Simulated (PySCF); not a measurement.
# The halides of lithium, LiF₂⁻ to LiI₂⁻

Level: PBE0 in the def2-TZVPD basis family, computed in PySCF with density fitting; scalar-relativistic core potentials for atoms from Rb on, none lighter, no spin–orbit coupling; open shells unrestricted.

Each entry is the lowest minimum that a search over a few typed start shapes (and spin states, where more than one is plausible) found, or that minimum re-optimised at the stated level; isomers with ligand–ligand bonds, or fragments after loss of a ligand pair, can lie lower.

```tsv
molecule	2S+1	point group	mean bond to Li (Å)	distinct angles (°)	highest ω (cm⁻¹)	polar-tensor charge of Li
LiF₂⁻	?	?	?	?	?	?
LiCl₂⁻	1	D∞h	2.155	180	641	0.69
LiBr₂⁻	1	D∞h	2.315	180	578	0.65
LiI₂⁻	1	D∞h	2.539	180	516	0.61
```

(1) Fill in the row of LiF₂⁻.

## Answers

(1) 2S+1: 1; point group: D∞h; mean bond to Li (Å): 1.688; distinct angles (°): 180; highest ω (cm⁻¹): 861; polar-tensor charge of Li: 0.78.

The bond lengthens at every step; the largest change, 0.467 Å, falls between LiF₂⁻ and LiCl₂⁻ among the members listed.

Left out of the table are members whose search was unfinished or whose lowest solution was spin-contaminated, unstable, very soft or bonded differently.
